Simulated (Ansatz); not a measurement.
H3ClGeSi, SMILES `[SiH3][Ge][Cl]` (lower singlet) (charge 0, multiplicity 1). This singlet lies 1.09 eV below the relaxed triplet at the level frozen-core CCSD(T)/cc-pVTZ // B3LYP-D3(BJ)/def2-TZVP (Ansatz, a program for electronic structure).

These are PBE0/cc-pVTZ // B3LYP-D3(BJ)/def2-TZVP in Ansatz values and carry that method's errors.

Ansatz 0.2 input:
```yaml
crystal:
  periodic: [false, false, false]
  atoms:
    - { symbol: Si, position_ang: [-0.700366, -0.004729, -0.05334] }
    - { symbol: Ge, position_ang: [1.564486, 0.009292, -1.116317] }
    - { symbol: Cl, position_ang: [2.70467, -0.063514, 0.780028] }
    - { symbol: H, position_ang: [-0.693805, -0.097252, 1.425501] }
    - { symbol: H, position_ang: [-1.414459, 1.237532, -0.460867] }
    - { symbol: H, position_ang: [-1.474204, -1.149362, -0.609286] }
basis:
  gaussian: { orbitals: cc-pVTZ }
hamiltonian:
  xc: pbe0
```

Output:

```
Functional definition: PBE0
1177 factors; their error is unknown
mean field evaluation 1: about -76953.5819 eV, gradient 2.0e1 eV
mean field evaluation 2: about -76952.9476 eV, gradient 2.6e1 eV
mean field evaluation 4: about -76954.7462 eV, gradient 1.4e0 eV
mean field evaluation 8: about -76955.0677 eV, gradient 4.2e-1 eV
mean field evaluation 16: about -76955.0678 eV, gradient 4.1e-5 eV
mean field -76955.06779281 eV, -2828.0465793675 hartree, gradient 4.1e-5 eV, S^2 0.000000; 0 other end points of the search recorded, 0 dependent functions left out
reference -76955.06782232 eV, -2828.0465804519 hartree; 33, 33 occupied and 120, 120 virtual orbitals, 1177 factors
Total energy: -76955.06782232 eV, -2828.0465804519 hartree
```
